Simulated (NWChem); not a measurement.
System: CH6AlOSi cation; SMILES [Al+]([O][SiH3])[CH3]

Input file for NWChem:

```
start job
memory heap 200 mb stack 900 mb global 1100 mb
charge 1
geometry units angstroms noautosym nocenter noautoz
  Al    -0.670364     0.419248     0.855624
  C     -1.759909     1.114010     2.254181
  H     -1.947544     0.328111     3.003114
  H     -2.720878     1.458692     1.839908
  H     -1.247358     1.961317     2.737095
  O      0.263028    -0.173579    -0.340264
  Si     1.251332    -0.791866    -1.602734
  H      0.383207    -1.687273    -2.406047
  H      2.361292    -1.518898    -0.939329
  H      1.721313     0.386493    -2.371645
end
basis spherical
  Al library pcsseg-1
  C library pcsseg-1
  H library pcsseg-1
  O library pcsseg-1
  Si library pcsseg-1
end
dft
  xc slater vwn_5
  iterations 150
end
property
  shielding 9 1 2 3 4 5 6 7 8 10
  efieldgrad
end
task dft property
```

All runs use the structure optimised with PBE0/def2-SVP.

GIAO values for the isolated, static molecule; σ is the absolute isotropic shielding, δ = σ(reference) − σ with the isolated reference molecule computed at the same levels (13C: tetramethylsilane, 1H: tetramethylsilane, 17O: water, 29Si: tetramethylsilane).

Atoms are numbered as in the input.

Q: Predict the main results of this run. (LDA (Slater exchange, VWN5)/pcSseg-1, GIAO.) Quantities: σ Al1 (ppm); δ C2 (ppm); δ H3 (rotor mean) (ppm); δ O6 (ppm); δ Si7 (ppm); δ H8 (rotor mean) (ppm).

A: 
| Item | Value |
|---|---|
| σ Al1 (ppm) | 403.2 |
| δ C2 (ppm) | -14.3 |
| δ H3 (rotor mean) (ppm) | 1.61 |
| δ O6 (ppm) | 95.1 |
| δ Si7 (ppm) | 14.6 |
| δ H8 (rotor mean) (ppm) | 5.97 |
